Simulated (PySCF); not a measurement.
# `C[CH2][Al]([Cl])[CH2]C` (C4H10AlCl): bond dissociation enthalpies at several levels

Non-hydrogen atoms are numbered in `[CH3:1][CH2:2][Al:3]([Cl:4])[CH2:5][CH3:6]`.

All levels share the PBE0-D3(BJ)/def2-SVP structures and the GFN2-xTB thermal terms; only the single-point energies (PySCF) change. Values are bond dissociation enthalpies (298 K, kJ/mol).

| level | C2–Al3 | C1–C2 | C2–H | C1–H | Al3–Cl4 | time |
| --- | --- | --- | --- | --- | --- | --- |
| BLYP/pcseg-1 (grid 2) | 277 | 315 | 363 | 388 | 469 | 110 s |
| M06-2X/def2-TZVP | 315 | 345 | 381 | 403 | 511 | – |
| M06-2X/aug-pcseg-1 (grid 3, damp 0.5) | 318 | 346 | 375 | 399 | 507 | 11 min |
| M06/ma-def2-SVP | 320 | 346 | 377 | 402 | 513 | 4.1 min |

Times are wall times for all single points of a level on 1 thread of Arm Neoverse N1, a shared host; the dash marks the run that also made the structures. BLYP ran on a slower path of this set-up, which computes the density-fitting integrals anew in every SCF cycle while the other levels store them. So the times needn't show the usual order of cost, and those levels read slower than they are.

The widest spread is that of Al3–Cl4: 43 kJ/mol, from 469 to 513.

Known limits: spin-orbit coupling is left out of the energies, which matters for open shells on the heavier atoms.

Differences come from unrounded values, so a last digit can differ from that of the printed terms.
